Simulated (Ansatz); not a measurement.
A made-up structure of CHSeSi, doublet:

C1  (0.737, 0.192, -0.911)
Si2  (-0.569, -0.281, 0.871)
Se3  (-1.916, 0.908, 0.598)
H4  (1.465, -0.536, -0.657)
(Å)

It is relaxed with PBE-D4/def2-SVP and then PBE0-D4/def2-TZVP (Ansatz 0.2.0). Atoms count as bonded within 1.22 times the sum of their covalent radii (H–H: 0.88 Å). The end point is not checked to be a true minimum.

Task: Does its bonding change? (Judge from chemistry; the calculation decides.)

Result: Computed: No: no bond forms or breaks.

Where it ends: The first stage lowers the energy by 3.71 eV in 8 steps. It ends as CHSeSi ([CH][Si][Se]):
```xyz
4
angstrom
C 0.8377 -0.0636 -0.6816
Si -0.5215 0.1293 0.3114
Se -2.3185 0.9095 0.9630
H 1.7190 -0.6921 -0.6917
```

Labels in which every atom is bracketed show which atoms are joined, not bond orders.

For scale, one of the runs: PBE0-D4/def2-TZVP relaxation, 122 basis functions, launched by `ansatz run in.yaml --threads 2 --pin off --events-out ev --progress --plain --max-ram 4352MiB`. The run took about 42 s on 2 CPU threads of an Intel Xeon Platinum 8259CL (shared host).
